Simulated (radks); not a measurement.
Results of a calculation; reference values are marked as such.
Spherical quantum dot in the effective-mass picture: electrons in a parabolic well V = omega^2 r^2 / 2 with omega = 0.135, all in effective atomic units (hartree* = m*/eps^2 hartree, bohr* = eps/m* bohr), one dielectric constant everywhere. Level of theory: non-relativistic Kohn-Sham, LDA (Slater exchange, Perdew-Wang correlation), spin-polarised, spherical densities (a radial shooting solver with Libxc functionals). Levels are named by radial order and angular momentum (1s, 1p, 1d, 2s, ...), and open shells are averaged over m. Results are scaled to m* = 0.419 and eps = 12.4, for which hartree* = 74.15 meV and bohr* = 1.566 nm.

N = 41, configuration 1s2 1p6 1d10 2s2 1f14 2p6 1g(up 1, down 0). This is the lowest configuration that the search found. Occupied and some empty levels:

level,occupation,eigenvalue (meV),<r> (nm)
1s up,1,335.21,13.73
1s down,1,335.29,13.64
1p up,3,336.42,15.05
1p down,3,336.52,15.00
1d up,5,338.24,16.01
1d down,5,338.35,15.98
2s up,1,340.37,11.44
2s down,1,340.41,11.48
1f up,7,340.56,16.77
1f down,7,340.68,16.76
2p up,3,343.32,13.11
1g up,1,343.32,17.42
2p down,3,343.36,13.12
1g down,0,343.44,17.41
1h up,0,346.48,17.98
1h down,0,346.61,17.98
2d up,0,346.64,14.40
2d down,0,346.69,14.40
3s up,0,347.86,12.61
3s down,0,347.90,12.63

Energy (meV): total 8364.15, kinetic 232.30, external 2880.5, Hartree 5693.4, exchange-correlation -441.99.

Electron density:

r (nm),n(r) (e/nm^3)
1.44,0.0008630
3.05,0.001015
4.65,0.001185
6.26,0.001286
7.86,0.001275
9.47,0.001187
11.1,0.001112
12.7,0.001128
14.3,0.001218
15.9,0.001259
17.5,0.001111
19.1,0.0007674
20.7,0.0003864
22.3,0.0001379
23.9,0.00003359
25.5,5.720e-06
27.1,6.623e-07
28.7,5.439e-08
30.3,3.071e-09
